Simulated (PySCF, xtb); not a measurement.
C4H5NS2, SMILES Sc1c(C)ncs1.

GFN2-xTB run with xtb 6.7.1 at its own geometry gives an orbital gap of 3.04 eV and a dipole moment of 1.52 D.

The structure is a stationary point at r2SCAN-D4/def2-SVP. The values are those of a single conformer.

Task: What does PBE/def2-TZVP run with PySCF give? (Estimate from the structure and the level; the computed values follow.)

Result: gap 3.86 eV (levels -5.91 and -2.05 eV), dipole 0.94 D.
